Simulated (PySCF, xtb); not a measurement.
C₅H₅F, SMILES C=C(F)CC#C.

GFN2-xTB run with xtb at its own geometry gives an orbital gap of 5.21 eV and a dipole moment of 2.06 D.

The structure is a stationary point at PBE0-D3(BJ)/def2-SVP. The structure was generated by enumeration, and PubChem lists no compound with its InChIKey, so it may never have been made. One conformer was computed; it need not be the lowest.

### Question
What does HF/def2-TZVP in PySCF give? (The exact figures need the calculation; the answer reports its results.)

### Answer
gap 13.84 eV (levels -10.26 and 3.58 eV), dipole 1.66 D.
